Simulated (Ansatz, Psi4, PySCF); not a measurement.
HP₂ (SMILES P#[PH+]), charge +1, singlet, at a GFN2-xTB geometry. Base run: B3LYP5/cc-pVTZ in PySCF.

Input for PySCF:
```python
from pyscf import gto, scf, dft

mol = gto.Mole()
mol.atom = '''
    P    -0.00000000   -0.00000000   -1.02596741
    P     0.00000000    0.00000000    0.87502951
    H     0.00000000    0.00000000    2.26406841
'''
mol.basis = 'cc-pvtz'
mol.charge = 1
mol.verbose = 4
mol.build()

mf = dft.RKS(mol)
mf.xc = 'b3lyp5'
mf.kernel()
```

The same geometry, method and basis name were run in Ansatz (a program for electronic structure) and Psi4 and PySCF, at each program's defaults and at the settings that a row names. The base is PySCF at its defaults. Differences at the defaults can come from grids, fitting, cores and function types together.

```json
[
 {"code and settings": "PySCF, defaults (exact integrals, its default grid, spherical functions)", "ΔE vs base (µEh)": "0.0", "basis functions": "82", "E (Eh)": "-682.87794", "SCF cycles": "9"},
 {"code and settings": "Psi4, defaults (density fitting with its default set, its default grid, spherical functions)", "ΔE vs base (µEh)": "-4.4", "basis functions": "82", "E (Eh)": "-682.87795", "SCF cycles": "7"},
 {"code and settings": "Ansatz, defaults (factorised integrals, its default grid, spherical functions)", "ΔE vs base (µEh)": "15.3", "basis functions": "82", "E (Eh)": "-682.87793", "SCF cycles": "-"},
 {"code and settings": "PySCF, density fitting with def2-universal-jkfit", "ΔE vs base (µEh)": "-12.1", "basis functions": "82", "E (Eh)": "-682.87796", "SCF cycles": "9"},
 {"code and settings": "PySCF, fine grid", "ΔE vs base (µEh)": "-0.3", "basis functions": "82", "E (Eh)": "-682.87794", "SCF cycles": "9"},
 {"code and settings": "Psi4, exact integrals, spherical functions, fine grid", "ΔE vs base (µEh)": "-0.3", "basis functions": "82", "E (Eh)": "-682.87794", "SCF cycles": "10"},
 {"code and settings": "Ansatz, high accuracy", "ΔE vs base (µEh)": "-0.3", "basis functions": "82", "E (Eh)": "-682.87794", "SCF cycles": "-"}
]
```
